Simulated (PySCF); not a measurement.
Compound: C7H12BF.
Z-matrix (Å and degrees, PBE0-D3(BJ)/def2-SVP geometry), rows numbered from 1:
```
C 
C   1  1.3415
C   2  1.5098  1  124.90
B   3  1.5777  2   91.96  1   -73.73
C   4  1.5708  3  107.09  2  -100.25
C   5  1.5198  4  104.54  3     7.34
F   6  1.3798  5  113.34  4  -149.02
C   6  1.5328  5  106.72  4   -27.14
C   8  1.5183  3  117.23  2   -59.70
H   1  1.0928  2  121.19  3   178.00
H   1  1.0943  2  121.54  3    -3.55
H   2  1.0964  1  117.68  3  -175.35
H   3  1.0990  2  111.36  1    48.10
H   4  1.2063  3  125.45  2    83.64
H   5  1.1116  4  101.85  3  -104.74
H   5  1.0992  4  119.86  3   138.63
H   6  1.1062  5  110.03  4    92.19
H   8  1.1054  3  106.98  2   178.50
H   9  1.1020  8  111.67  3    58.01
H   9  1.1005  8  110.32  3   177.71
H   9  1.1005  8  111.37  3   -62.34
```

All values: PBE0/pcSseg-1 (PySCF, non-relativistic), on one gas-phase PBE0-D3(BJ)/def2-SVP geometry that isn't relaxed in the solvent. The solvent is an IEF-PCM continuum (van der Waals radii × 1.2). Specific hydrogen bonds and non-electrostatic terms are outside this model.

Gas phase at PBE0/pcSseg-1: HOMO -7.44 eV, LUMO -1.11 eV, dipole 1.86 D.

Problem. What does the continuum do to the energy, the frontier levels and the dipole at PBE0/pcSseg-1 in benzene and dichloromethane?

Solution. 
```csv
solvent,ε,E(solvent) − E(gas) (kcal/mol),polarisation term (kcal/mol),distortion of the solute (kcal/mol),HOMO (eV),LUMO (eV),dipole (D)
benzene,2.271,-1.67,-1.75,0.08,-7.34,-1.01,2.05
dichloromethane,8.93,-3.16,-3.43,0.27,-7.28,-0.96,2.19
```

The first energy column is the sum of the next two and covers electrostatics alone. From benzene to dichloromethane the lowering changes by a factor 1.89, Onsager's factor (ε − 1)/(2ε + 1) by 1.83 and ε itself by 3.9.

Problem. Which radius a makes the point-dipole formula ΔE = −[(ε − 1)/(2ε + 1)]·μ²/a³ give the value in dichloromethane, with the gas-phase dipole?

Solution. μ = 0.733 au and |ΔE| = 0.00503 Eh give a = 1.88 Å; the farthest nucleus lies 3.63 Å from the centroid of the nuclei, so such a sphere wouldn't even hold the nuclei. The formula assumes a rigid point dipole at the centre of a sphere.

Problem. Which Hirshfeld charges (PBE0/pcSseg-1) respond most in benzene (means over atoms taken as equivalent)?

Solution. 
| atoms | environment | gas (e) | solvent (e) | change |
| --- | --- | --- | --- | --- |
| F7 | alkyl fluorine | -0.122 | -0.131 | -0.009 |
| H17 | methine hydrogen | +0.033 | +0.036 | +0.003 |
| H12 | vinylic hydrogen | +0.046 | +0.049 | +0.003 |
| H10 | vinylic hydrogen | +0.052 | +0.054 | +0.002 |
| H14 | B–H hydrogen | -0.061 | -0.063 | -0.002 |
| H13 | methine hydrogen | +0.044 | +0.045 | +0.001 |
| H11 | vinylic hydrogen | +0.053 | +0.054 | +0.001 |
| C1 | terminal =CH2 carbon | -0.080 | -0.081 | -0.001 |

Problem. Which Mayer bond orders change most in benzene?

Solution. 
```json
{"bond": "C6–F7", "length (Å)": "1.380", "gas": "0.868", "solvent": "0.855", "change": "-0.013"}
{"bond": "C5–C6", "length (Å)": "1.520", "gas": "1.044", "solvent": "1.047", "change": "+0.003"}
{"bond": "C1–C2", "length (Å)": "1.341", "gas": "1.914", "solvent": "1.912", "change": "-0.002"}
{"bond": "C2–C3", "length (Å)": "1.510", "gas": "0.933", "solvent": "0.931", "change": "-0.002"}
{"bond": "C3–B4", "length (Å)": "1.578", "gas": "0.912", "solvent": "0.914", "change": "+0.002"}
{"bond": "C2–H12", "length (Å)": "1.096", "gas": "0.940", "solvent": "0.938", "change": "-0.002"}
{"bond": "C5–H16", "length (Å)": "1.099", "gas": "0.944", "solvent": "0.942", "change": "-0.002"}
{"bond": "B4–C5", "length (Å)": "1.571", "gas": "0.984", "solvent": "0.985", "change": "+0.001"}
```

Hardware: one thread, Arm Neoverse V2 (aarch64), no GPU, shared host with 32 logical CPUs at a one-minute load of 20. Cost: 33 s of wall time, 1.3 GiB resident at most. This is the whole shielding run at PBE0/pcSseg-1 in dichloromethane, SCF included.
